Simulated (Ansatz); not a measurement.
Start from `F[SiH2][SeH]` and change one atom or group to get `N[SiH2]F`.

Ansatz, PBE0-D4/def2-TZVP geometries, multiplicity 1. Each molecule was computed in one conformer, which needn't be the lowest.

Scalar relativity is left out up to krypton.

```json
{"property": "LUMO energy (ωB97M-V/def2-TZVPP) / eV", "`F[SiH2][SeH]`": "1.61"}
{"property": "HOMO energy (PBE0/def2-TZVPP) / eV", "`F[SiH2][SeH]`": "-7.54"}
{"property": "HOMO energy (B3LYP/def2-TZVPP) / eV", "`F[SiH2][SeH]`": "-7.29"}
{"property": "size of the dipole moment (ωB97M-V/def2-TZVPP) / D", "`F[SiH2][SeH]`": "1.11"}
{"property": "LUMO energy (B3LYP/def2-TZVPP) / eV", "`F[SiH2][SeH]`": "-0.49"}
{"property": "HOMO–LUMO gap (PBE/def2-TZVPP) / eV", "`F[SiH2][SeH]`": "5.30"}
```

Task: Give the same properties after the change, and the shifts. (Best estimate.)

Result: Ansatz gave: 
```tsv
property	`N[SiH2]F`	shift
LUMO energy (ωB97M-V/def2-TZVPP) / eV	2.02	0.41
HOMO energy (PBE0/def2-TZVPP) / eV	-8.15	-0.61
HOMO energy (B3LYP/def2-TZVPP) / eV	-7.89	-0.60
size of the dipole moment (ωB97M-V/def2-TZVPP) / D	1.97	0.86
LUMO energy (B3LYP/def2-TZVPP) / eV	0.24	0.73
HOMO–LUMO gap (PBE/def2-TZVPP) / eV	6.40	1.10
```

With PBE0 the HOMO falls by 0.61 eV and the LUMO rises by 0.77 eV, so the gap widens by about 1.38 eV. PBE moves the HOMO by -0.27 eV and ωB97M-V by -0.88 eV. The zero-point energy changes by 46.9 kJ/mol with +3 modes. Dipoles are sizes alone; their direction can turn.

B3LYP here is the variant with VWN-RPA as its local correlation; programs differ in this.

Spin–orbit coupling is left out; it splits and shifts lone-pair levels of the heavy atoms by tenths of an eV.
